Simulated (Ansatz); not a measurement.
CH2Si, SMILES `[C]=[SiH2]` (near-degenerate triplet) (charge 0, multiplicity 3). This triplet lies within 0.05 eV of the relaxed singlet at the level B3LYP/cc-pVTZ // B3LYP-D3(BJ)/def2-TZVP (Ansatz, a first-principles code).

Cartesian coordinates (Å):
SMILES: [C]=[SiH2]
```xyz
4

C      1.6932    -0.1493    -0.0642
Si    -0.0397     0.0035     0.2179
H     -0.7195     1.2894    -0.0766
H     -0.9340    -1.1436    -0.0770
```
Charge 0, spin multiplicity 3.

Frozen-core energies in 6-31g from Ansatz at a geometry from B3LYP-D3(BJ)/def2-TZVP; the HF reference has <S^2> = 2.71 and the T1 diagnostic is 0.066.

| level | energy (Ha) |
|---|---|
| HF | -327.72780 |
| MP2 | -327.80420 |
| CCSD | -327.84032 |

Q: Estimate the energies of CCSD(T), CCSDT, CCSDT(Q) and CCSDTQ, and give each level's difference from CCSDTQ.

A: 
| level | energy (Ha) | difference from CCSDTQ (mHa) |
|---|---|---|
| MP2 | -327.80420 | 41.91 |
| CCSD | -327.84032 | 5.78 |
| CCSD(T) | -327.84381 | 2.30 |
| CCSDT | -327.84573 | 0.38 |
| CCSDT(Q) | -327.84612 | -0.01 |
| CCSDTQ | -327.84611 | 0.00 |
